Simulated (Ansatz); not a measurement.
Reactions of CH9BSi3, SMILES `C[SiH2][SiH]1B[SiH2]1`.

Calculated with Ansatz (gas phase, PBE0-D4/def2-TZVP geometries, no zero-point term in ΔE). CCSD(T)/CBS is the MP2 limit (def2-TZVPP, def2-QZVPP) plus CCSD(T) − MP2 in def2-TZVPP, frozen cores. This one scheme is used for every species, atoms too. DFT in def2-TZVPP. No spin–orbit coupling; open shells (•) take unrestricted orbitals. Spin–orbit coupling would lower the free atoms: a little for B, C, Si. Elements past krypton have def2 core potentials. Bonds to Br, In are less sure, by a few kJ/mol each and by 10 to 20 or more in all where they break to atoms, as the def2 sets lack core-valence functions. Scalar relativity is left out up to krypton. One conformer a species, not always the lowest.

```json
{"reaction": "`C[SiH2][SiH]1B[SiH2]1` → `[SiH3][SiH]1B[SiH2]1` + `[CH2]` (triplet)", "PBE0-D4 (kJ/mol)": "473", "MP2/CBS(def2) (kJ/mol)": "491", "B2PLYP (kJ/mol)": "464", "CCSD(T)/CBS(def2) (kJ/mol)": "475"}
{"reaction": "`C[SiH2][SiH]1B[SiH2]1` → B• + C• + 9 H• + 3 Si•", "PBE0-D4 (kJ/mol)": "4483", "MP2/CBS(def2) (kJ/mol)": "4476", "B2PLYP (kJ/mol)": "4415", "CCSD(T)/CBS(def2) (kJ/mol)": "4476"}
{"reaction": "`C[SiH2][SiH]1B[SiH2]1` → `C[SiH]1B[SiH2]1` + `[SiH2]`", "PBE0-D4 (kJ/mol)": "271", "MP2/CBS(def2) (kJ/mol)": "268", "B2PLYP (kJ/mol)": "241", "CCSD(T)/CBS(def2) (kJ/mol)": "253"}
{"reaction": "`C[SiH2][SiH]1B[SiH2]1` + `[OH][Al]([Cl])[Cl]` → `C[O][Al]([Cl])[Cl]` + `[SiH3][SiH]1B[SiH2]1`", "PBE0-D4 (kJ/mol)": "98", "MP2/CBS(def2) (kJ/mol)": "108", "B2PLYP (kJ/mol)": "93", "CCSD(T)/CBS(def2) (kJ/mol)": "100"}
{"reaction": "`C[SiH2][SiH]1B[SiH2]1` + SiH₄ → `[SiH3][SiH]1B[SiH2]1` + `C[SiH3]`", "PBE0-D4 (kJ/mol)": "0", "MP2/CBS(def2) (kJ/mol)": "1", "B2PLYP (kJ/mol)": "-2", "CCSD(T)/CBS(def2) (kJ/mol)": "0"}
{"reaction": "`C[SiH2][SiH]1B[SiH2]1` + CH₄ → `C[SiH]1B[SiH2]1` + `C[SiH3]`", "PBE0-D4 (kJ/mol)": "31", "MP2/CBS(def2) (kJ/mol)": "21", "B2PLYP (kJ/mol)": "17", "CCSD(T)/CBS(def2) (kJ/mol)": "24"}
{"reaction": "`C[SiH2][SiH]1B[SiH2]1` + `[OH][InH][Br]` → `C[O][InH][Br]` + `[SiH3][SiH]1B[SiH2]1`", "PBE0-D4 (kJ/mol)": "93", "MP2/CBS(def2) (kJ/mol)": "102", "B2PLYP (kJ/mol)": "89", "CCSD(T)/CBS(def2) (kJ/mol)": "94"}
{"reaction": "`C[SiH2][SiH]1B[SiH2]1` + H₂ → `[SiH3][SiH]1B[SiH2]1` + CH₄", "PBE0-D4 (kJ/mol)": "-29", "MP2/CBS(def2) (kJ/mol)": "-22", "B2PLYP (kJ/mol)": "-36", "CCSD(T)/CBS(def2) (kJ/mol)": "-28"}
```

Largest T1 diagnostic: 0.016, for `[SiH3][SiH]1B[SiH2]1`.
